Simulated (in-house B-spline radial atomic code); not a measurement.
How numerical settings move a run on Br⁺, [Ar] 3d10 4s2 4p4. Computed with an all-electron radial atomic-structure program (B-spline basis): scalar-relativistic (X2C) TPSSh, spin-polarised, spherical fractional occupations, Fermi nucleus of rms radius 4.1629 fm.

Command:
```bash
python run_scf.py task.json out
```
Settings of the sound reference run:
```
Z                35
electrons        34
configuration    [Ar] 3d10 4s2 4p4
hamiltonian      x2c
method           tpssh
spin_polarised   True
nucleus          fermi
rms_radius       4.1629
mass_number      79
atomic_mass      78.91834
speed_of_light   137.036
knot_spacing     0.22
spline_order     8
gauss_points     12
box_radius       35.29
max_iterations   70
damping          0.5
damped_steps     3
diis_vectors     10
tolerance        1e-08
start            Thomas-Fermi
```

Cost of the run: 0.29 s on 1 thread of Intel(R) Xeon(R) 6975P-C, on a shared host.

It converges in 8 iterations to -2605.765810 hartree, with 4p down at -16.2638 eV. The other runs change the listed settings, some to values that make no sense; their results aren't properties of the atom or ion. Radii are in bohr (the nuclear one in fm), a minus after a letter asks for a j subshell, and «unchanged» means within 1e-8 hartree. The run stops when the residual is below 10 × tolerance × max(1, Z/10), or a noise floor if that is larger, and the energy moves by less than 1e-8 × √|E| hartree; so very loose and very tight tolerances often act alike.

```tsv
changed settings	outcome
box_radius = 2.12	converged in 7 iterations, energy +5.89e+00 hartree from the reference, 4p down level +4.6e+01 eV (the program warns: 4p down has a positive eigenvalue: unbound, held by the box; 4s up has a positive eigenvalue: unbound, held by the box)
first_knot = 0.000286	converged in 8 iterations, energy +1.72e-04 hartree from the reference, 4p down level +6.6e-05 eV
first_knot = 0.0286	converged in 8 iterations, energy +1.81e-01 hartree from the reference, 4p down level -4.8e-04 eV
max_iterations = 50, damping = 0.2, diis_vectors = 2	converged in 8 iterations, energy unchanged, 4p down level -7.3e-07 eV
max_iterations = 60, tolerance = 1e-06, start = bare nucleus	converged in 5 iterations, energy unchanged, 4p down level -2.2e-04 eV
box_radius = 70.58	converged in 8 iterations, energy -1.84e-07 hartree from the reference, 4p down level +3.3e-07 eV
spline_order = 10, gauss_points = 6, first_knot = 0.0286, max_iterations = 50, damping = 0.8	converged in 9 iterations, energy -3.48e+00 hartree from the reference, 4p down level +1.1e-02 eV
first_knot = 2.86e-06	converged in 7 iterations, energy -1.48e-05 hartree from the reference, 4p down level +7.3e-05 eV
box_radius = 7.06	converged in 8 iterations, energy +3.04e-04 hartree from the reference, 4p down level +1.7e-02 eV (the program warns: 4p down reaches the box edge; 4s up reaches the box edge)
electrons = 35, configuration = [Ar] 3d10 4s2 4p4 3f1, max_iterations = 50	stopped with error: there is no 3f shell
box_radius = 17.64	converged in 8 iterations, energy -6.26e-08 hartree from the reference, 4p down level +1.0e-05 eV
first_knot = 0.00857	converged in 8 iterations, energy -4.95e-04 hartree from the reference, 4p down level -2.1e-05 eV
diis_vectors = 2	converged in 8 iterations, energy unchanged, 4p down level +3.4e-07 eV
first_knot = 0.00286	converged in 8 iterations, energy +1.17e-03 hartree from the reference, 4p down level -3.1e-05 eV
knot_spacing = 0.4, first_knot = 0.000286, max_iterations = 8, tolerance = 0.01	converged in 5 iterations, energy +8.32e-04 hartree from the reference, 4p down level -2.9e-04 eV
first_knot = 2.86e-05	converged in 8 iterations, energy -4.81e-06 hartree from the reference, 4p down level -4.3e-05 eV
diis_vectors = 1	not converged after 70 iterations, last residual 3.3e-06, last energy -1.00e-10 hartree from the reference
box_radius = 10.59	converged in 8 iterations, energy -9.01e-07 hartree from the reference, 4p down level +6.8e-05 eV (the program warns: 4p down reaches the box edge; 4p up reaches the box edge)
```

(1) What happens with first_knot = 0.0857?

(2) What happens with diis_vectors = 20?

(3) What happens with diis_vectors = 0?

(4) What happens with electrons = 42, configuration = [Ar] 3d10 4s2 4p4 6s2 6p6, max_iterations = 60?

Results:

(1) Converged in 8 iterations, energy +1.70e+00 hartree from the reference, 4p down level -4.8e-03 eV.

(2) Converged in 8 iterations, energy unchanged.

(3) Converged in 16 iterations, energy unchanged, 4p down level +2.4e-06 eV.

(4) Not converged after 60 iterations, last residual 3.3e-04.
